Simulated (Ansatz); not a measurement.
GeCl2. The state is a singlet with charge 0. Geometry PBE-D4/def2-TZVP, basis def2-TZVP, Ansatz.

```
run  HOMO (eV)  LUMO (eV)
  A      -8.17      -3.15
  B     -10.68      -1.06
  C      -7.36      -3.86
  D      -7.76      -3.58
  E      -7.05      -3.86
  F     -10.35      -1.12
```

LC-ωPBE has ω = 0.4 bohr⁻¹.

Q: The runs used LC-ωPBE, PBE, PBE0, r2SCAN, r2SCANh, ωB97X-V. Estimate which is which.

A: A PBE0 (25 % exact exchange); B LC-ωPBE (range-separated); C r2SCAN (0 % exact exchange); D r2SCANh (10 % exact exchange); E PBE (0 % exact exchange); F ωB97X-V (range-separated). Exact exchange lowers occupied and raises empty levels; among semilocal functionals meta-GGAs tend to open the gap a little, and such runs are hard to tell apart. The gap grows from 3.18 eV (PBE) to 9.62 eV (LC-ωPBE).
